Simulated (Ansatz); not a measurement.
`FC1=CC[C@H](F)[C@H]1F`, charge 0, multiplicity 1.

**Question.** Give a relaxed structure at PBE0-D4/def2-TZVP (Ansatz). (Best estimate.)

**Answer.** Computed: 
Z-matrix (Å, degrees):
```
C
C 1 1.533
C 1 1.496 2 104.2
H 1 1.093 2 108.8 3 -120.7
H 1 1.095 2 112.0 3 121.1
F 2 1.384 1 109.6 3 107.4
C 2 1.531 1 107.0 3 -10.5
H 2 1.092 1 113.7 3 -132.1
C 3 1.324 1 110.7 2 6.7
H 3 1.082 1 124.4 2 -174.0
F 7 1.387 2 110.9 1 -108.0
H 7 1.094 2 111.1 1 132.6
F 9 1.327 3 126.5 1 179.6
```
This is one stationary point; other conformers may exist.
